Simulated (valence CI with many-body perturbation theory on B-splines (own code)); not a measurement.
**Forbidden lines of Se10+**

Method: configuration interaction combined with many-body perturbation theory (CI+MBPT): six valence electrons over a frozen Dirac-Fock core [Ar], radial functions for each j: 7 s, 7 p, 8 d, 6 f, 4 g, 1 h, with the one-electron correlation potential Σ1, the two-electron term Σ2, the three-electron term Σ3, Breit, model QED; selected CI, second order for the rest, scaled by the run's own slope (own B-spline code, finite nucleus).

No measured levels were compared; by estimate terms of the open shell hold to 2 to 4 % of their energy, and close levels can change places. Core correlation moves these levels by up to 5300 cm⁻¹, and in measured spectra 5 to 20 % of such shifts remained as error; rates that hang on mixing are uncertain with them. Among the levels kept, up to 730 cm⁻¹ of a level comes from second order outside the variational space, and about a tenth of that is noise between levels of different J, which matters for small intervals. Only levels of the ground parity were solved; by the run's estimate the other parity begins above the list, which can be wrong where configurations are misplaced.

Lines 51 to 100 of 120 in falling wavelength, among levels below 29.322 eV, chosen from the decays that carry over 1 % of a level's rate. Wavelengths and rates use the calculated energies, so an error of 2000 cm⁻¹ moves a line at 276.6 nm by 5.5 % and its rate by three times that or more. Electric multipoles are in the length gauge, E1 and E2 with the static RPA response of the core. S is in atomic units (e²a₀⁴ for E2 and M2, e²a₀⁶ for E3), for M1 in squared Bohr magnetons. Weak lines are less certain than strong ones. Lines between different terms over intervals too small for the method are left out, as are lines whose strength nearly cancels.

Names give the largest LS component (configuration and term), which can be under half, so a name can repeat, a term be missing and a line seem to break the LS rules; names also repeat where a configuration has a term twice. Letters in brackets count levels of one name in rising energy.

```
λ vac (nm)         Upper         Lower  Type   A (s⁻¹)  S (a.u.)
     276.6      3d⁶ ¹F_3      3d⁶ ³G_3    M1  3.17e+00  1.74e-02
     274.8  3d⁶ ³P_2 [a]      3d⁶ ⁵D_1    M1  9.94e+00  3.83e-02
     268.5      3d⁶ ¹F_3      3d⁶ ³G_4    M1  8.84e+00  4.44e-02
     253.9  3d⁶ ³P_0 [b]      3d⁶ ³D_1    M1  9.87e+00  5.99e-03
     250.5  3d⁶ ³P_2 [a]      3d⁶ ⁵D_3    M1  6.64e+01  1.94e-01
     241.8      3d⁶ ³H_4      3d⁶ ⁵D_3    M1  3.29e+00  1.55e-02
     241.5  3d⁶ ¹D_2 [a]  3d⁶ ³P_2 [a]    M1  9.48e+00  2.48e-02
     236.5  3d⁶ ³P_1 [b]      3d⁶ ³D_1    M1  9.62e+00  1.41e-02
     235.2  3d⁶ ³F_4 [b]  3d⁶ ¹G_4 [a]    M1  1.30e+00  5.63e-03
     223.8      3d⁶ ³H_6      3d⁶ ⁵D_4    E2  9.59e-05  6.25e-05
     223.0  3d⁶ ³F_4 [b]      3d⁶ ³D_3    M1  1.16e+01  4.29e-02
     223.0  3d⁶ ³F_3 [a]      3d⁶ ⁵D_2    M1  8.44e+00  2.43e-02
     222.5  3d⁶ ³F_2 [a]      3d⁶ ⁵D_1    M1  5.34e+00  1.09e-02
     221.1      3d⁶ ³H_4      3d⁶ ⁵D_4    M1  2.38e+01  8.57e-02
     220.4      3d⁶ ¹F_3  3d⁶ ³F_2 [a]    M1  5.41e-01  1.50e-03
     216.8      3d⁶ ³H_5      3d⁶ ⁵D_4    M1  9.24e-02  3.84e-04
     216.3  3d⁶ ³P_1 [a]      3d⁶ ⁵D_0    M1  1.85e+01  2.08e-02
     216.1  3d⁶ ³F_2 [a]      3d⁶ ⁵D_2    M1  1.27e+01  2.37e-02
     215.1  3d⁶ ³F_2 [b]      3d⁶ ³D_2    M1  2.67e+01  4.93e-02
     214.0  3d⁶ ³F_4 [a]      3d⁶ ⁵D_3    M1  5.78e+00  1.89e-02
     213.7      3d⁶ ¹F_3  3d⁶ ³F_3 [a]    M1  6.67e-01  1.69e-03
     212.6  3d⁶ ³F_3 [a]      3d⁶ ⁵D_3    M1  2.85e+01  7.10e-02
     212.3      3d⁶ ¹F_3  3d⁶ ³F_4 [a]    M1  4.26e-01  1.06e-03
     207.2  3d⁶ ³P_1 [a]      3d⁶ ⁵D_2    M1  6.55e+01  6.48e-02
     206.3  3d⁶ ³F_2 [a]      3d⁶ ⁵D_3    M1  4.04e+00  6.57e-03
     204.0  3d⁶ ³P_0 [a]      3d⁶ ⁵D_1    M1  9.58e+01  3.01e-02
     197.6  3d⁶ ³F_4 [a]      3d⁶ ⁵D_4    M1  3.63e+01  9.35e-02
     196.4  3d⁶ ³F_3 [a]      3d⁶ ⁵D_4    M1  6.99e+00  1.37e-02
     190.5      3d⁶ ¹F_3      3d⁶ ³H_4    M1  5.16e+00  9.27e-03
     185.5      3d⁶ ¹F_3  3d⁶ ³P_2 [a]    M1  5.94e-01  9.82e-04
     180.2      3d⁶ ³G_3      3d⁶ ⁵D_2    M1  1.32e+00  2.00e-03
     176.7  3d⁶ ³F_4 [b]      3d⁶ ³G_4    M1  7.63e+00  1.41e-02
     176.7      3d⁶ ³G_4      3d⁶ ⁵D_3    M1  1.40e+00  2.58e-03
     176.5  3d⁶ ³P_0 [b]  3d⁶ ³P_1 [a]    M1  2.29e+01  4.68e-03
     174.7      3d⁶ ³G_5      3d⁶ ⁵D_4    M1  3.57e-01  7.76e-04
     173.4      3d⁶ ³G_3      3d⁶ ⁵D_3    M1  3.70e+00  5.00e-03
     167.3  3d⁶ ³F_4 [b]      3d⁶ ³G_5    M1  2.24e+01  3.50e-02
     167.3  3d⁶ ³F_4 [b]      3d⁶ ³G_5    E2  2.48e+00  2.61e-01
     165.4      3d⁶ ³G_4      3d⁶ ⁵D_4    M1  5.37e+00  8.11e-03
     162.4      3d⁶ ³G_3      3d⁶ ⁵D_4    M1  5.56e-01  6.19e-04
     157.9      3d⁶ ³D_2      3d⁶ ⁵D_1    M1  7.17e+00  5.23e-03
     157.5      3d⁶ ³D_1      3d⁶ ⁵D_0    M1  1.24e+01  5.39e-03
     155.8      3d⁶ ³D_1      3d⁶ ⁵D_1    M1  2.14e+01  8.98e-03
     154.6      3d⁶ ³D_2      3d⁶ ⁵D_2    M1  1.47e+01  1.01e-02
     152.6      3d⁶ ³D_1      3d⁶ ⁵D_2    M1  3.36e+00  1.33e-03
     151.2  3d⁶ ³F_4 [b]  3d⁶ ³F_3 [a]    M1  6.05e+00  6.99e-03
     151.2      3d⁶ ³D_3      3d⁶ ⁵D_2    M1  3.91e+00  3.51e-03
     150.5  3d⁶ ³F_4 [b]  3d⁶ ³F_4 [a]    M1  4.76e+00  5.42e-03
     150.5  3d⁶ ³F_4 [b]  3d⁶ ³F_4 [a]    E2  1.57e+00  9.74e-02
     149.6      3d⁶ ³D_2      3d⁶ ⁵D_3    M1  1.36e+00  8.41e-04
```
